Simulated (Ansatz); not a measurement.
Species: C$_{2}$H$_{5}$B, SMILES `BC=C` (charge 0, multiplicity 1), formula C2H5B.

How many basis functions does Ansatz (a quantum-chemistry and plane-wave program) with frozen-core CCSD(T)/cc-pVTZ // M06-2X/def2-TZVP use, how many core orbitals are frozen, and how many electrons are correlated?

160 basis functions and 3 frozen orbitals, which leaves 16 correlated electrons. Core time is of the order of seconds.
